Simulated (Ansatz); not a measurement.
Relaxation of Cl3GeH (5 atoms, charge 0, multiplicity 1), to a largest force component of 0.02 eV/Å in at most 40 steps.

Computed with Ansatz, RKS B3LYP/def2-SVP.

```xyz
5
Properties=species:S:1:pos:R:3
Ge 0.000 0.000 0.000
Cl 0.000 0.000 2.220
H 1.462 0.000 -0.516
Cl -1.046 1.812 -0.739
Cl -1.046 -1.812 -0.739
```

Task: Where does it end, and by what steps?

Result: The forces met the threshold. After 2 steps the energy has fallen by 0.104 eV; Cl2 moved furthest, 0.07 Å.

| step | energy less start (eV) | largest force component (eV/Å) | accepted |
| --- | --- | --- | --- |
| 0 | 0.0000 | 0.991 | yes |
| 1 | -0.1026 | 0.105 | yes |
| 2 | -0.1038 | 0.010 | yes |

```xyz
5
Properties=species:S:1:pos:R:3
Ge 0.007 0.000 -0.002
Cl -0.022 0.000 2.153
H 1.450 0.000 -0.512
Cl -1.032 1.751 -0.707
Cl -1.032 -1.751 -0.707
```

Whether the end is a true minimum wasn't checked by a vibrational analysis.

Time of the run: 12 s on 1 thread of Intel(R) Xeon(R) 6975P-C (Granite Rapids), on a shared host, peak memory 0.23 GiB.
